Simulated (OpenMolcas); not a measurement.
Ag2+ (d9) in a complex was computed by CASSCF with the d shell active (OpenMolcas, ANO-RCC-VTZP on the metal). Its lowest spin-free states, and all those of the highest spin:

```tsv
2S+1	Degeneracy	E (cm-1)
2	2	0.0
2	3	7846
```

Is the site octahedral, tetrahedral or cube-like, axial, or of lower symmetry?

The states with 2S+1 = 2 have orbital degeneracies 2, 3. Threefold states need a cubic site. For d9 at this spin an octahedron puts the twofold E below the threefold T2 and a tetrahedron or cube puts the threefold T2 below the twofold E, so the site is octahedral. The first gap at this spin, 7850 cm-1, is |10Dq| in ligand-field theory. The run had Ag2+ with 6 ligands (water) in octahedral coordination (Th) at 2.3 Å. Ligand basis ANO-RCC-VDZP.

An orbital doublet at a regular site is open to a Jahn-Teller distortion, which this geometry leaves out. With metal d orbitals alone the field can be off either way by tens of per cent. Ligand-to-metal charge-transfer states are missing. No measured value stands beside these numbers; the geometry is a model, was not optimised and need not be the one that this ion takes.
